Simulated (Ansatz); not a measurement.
C2H9BO2. Total charge 0; spin multiplicity 1. The bonds changed during the relaxation, so this is another structure than the one it started from.

Z-matrix (Å, degrees):
```
C
B 1 1.571
H 1 1.097 2 108.9
H 1 1.094 2 111.5 3 -116.1
H 1 1.094 2 114.8 3 120.4
C 2 1.565 1 123.0 3 72.6
O 2 1.372 1 120.4 3 -107.7
H 6 1.092 2 113.1 1 -160.9
H 6 1.093 2 112.2 1 -36.9
H 6 1.098 2 108.7 1 79.8
H 7 0.961 2 113.6 1 -0.8
H 7 1.946 2 121.6 1 165.0
O 12 0.967 1 158.4 2 -33.4
H 13 0.959 12 104.8 1 94.8
```

Problem. List the harmonic frequencies (cm⁻¹, unscaled) at PBE0-D4/def2-TZVP in Ansatz. (Estimate.)

Solution. The calculation gave: 29, 56, 80, 92, 130, 151, 278, 307, 388, 409, 566, 601, 722, 766, 815, 913, 956, 1013, 1242, 1305, 1353, 1365, 1446, 1449, 1468, 1477, 1648, 3033, 3036, 3099, 3103, 3119, 3140, 3749, 3870, 3925.

Problem. Is this a minimum?

Solution. Yes, all 36 modes are real.

Problem. Give the ideal-gas thermochemistry at 298.15 K and 1 bar (rigid rotor, harmonic oscillator; point group C1, symmetry number 1).

Solution. Zero-point energy 305.6 kJ/mol; H(298) − E = 333.5 kJ/mol; entropy 404.0 J/(mol·K), of which translation 162.9, rotation 112.8, vibration 128.3; G(298) − E = 213.1 kJ/mol. Modes under 100 cm⁻¹ are hindered rotations or soft bends, so the harmonic entropy is rough.

Problem. Rotational constants (cm⁻¹)?

Solution. 0.2578, 0.06573, 0.05399.
